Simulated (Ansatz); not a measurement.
Al₄N₄Cl₄H₄⁻, that is (ClAlNH)4 cubane with one electron more. Total charge -1; doublet. Geometry PBE-D4/def2-SVP, that of the neutral singlet; atoms count from 1.

```csv
atom,x (Å),y (Å),z (Å)
Al1,-0.9511,-0.5641,1.2618
Cl2,-2.1489,-1.2741,2.8511
N3,0.8393,0.1507,1.4429
Al4,0.3768,1.6138,0.2619
Cl5,0.8515,3.6462,0.5913
N6,-1.4130,0.8980,0.0791
Al7,-0.8402,-0.1509,-1.4444
Cl8,-1.8980,-0.3408,-3.2636
N9,-0.3766,-1.6121,-0.2616
Al10,1.4145,-0.8988,-0.0793
Cl11,3.1956,-2.0313,-0.1785
N12,0.9503,0.5633,-1.2605
H13,1.3524,0.2428,2.3253
H14,-2.2770,1.4470,0.1276
H15,-0.6065,-2.5979,-0.4218
H16,1.5310,0.9083,-2.0312
```

The highest occupied level of the charge -1 doublet lies above zero (up to 1.56 eV). By energy differences it is unbound by 0.20 eV (vertical, against the charge 0 singlet, at PBE0-D4/def2-SVP) and held by the finite basis.

Estimate the Mulliken populations from the PBE0/def2-SVP orbitals of Ansatz.


```
atom  charge (e)  spin (α − β)
 Al1        0.66          0.29
 Cl2       -0.35          0.01
  N3       -0.72         -0.04
 Al4        0.66          0.29
 Cl5       -0.35          0.01
  N6       -0.72         -0.04
 Al7        0.66          0.29
 Cl8       -0.35          0.01
  N9       -0.72         -0.04
Al10        0.66          0.29
Cl11       -0.35          0.01
 N12       -0.72         -0.04
 H13        0.16         -0.01
 H14        0.16         -0.01
 H15        0.16         -0.01
 H16        0.16         -0.01
```
Mulliken values depend strongly on the basis.

Where does the spin sit?

Summed by element: Al 1.14, Cl 0.04, N -0.16, H -0.02, of 1 unpaired in all. Largest on single atoms: Al4 0.29, Al7 0.29, Al1 0.29.

And the Mayer bond orders between heavy atoms (over 0.3)?

Al1–Cl2 1.08 (2.11 Å); Al1–N3 0.64 (1.94 Å); Al1–N6 0.64 (1.94 Å); Al1–N9 0.64 (1.94 Å); N3–Al4 0.64 (1.94 Å); N3–Al10 0.64 (1.94 Å); Al4–Cl5 1.08 (2.11 Å); Al4–N6 0.64 (1.94 Å); Al4–N12 0.64 (1.94 Å); N6–Al7 0.64 (1.94 Å); Al7–Cl8 1.08 (2.11 Å); Al7–N9 0.64 (1.94 Å); Al7–N12 0.64 (1.94 Å); N9–Al10 0.64 (1.94 Å); Al10–Cl11 1.08 (2.11 Å); Al10–N12 0.64 (1.94 Å).
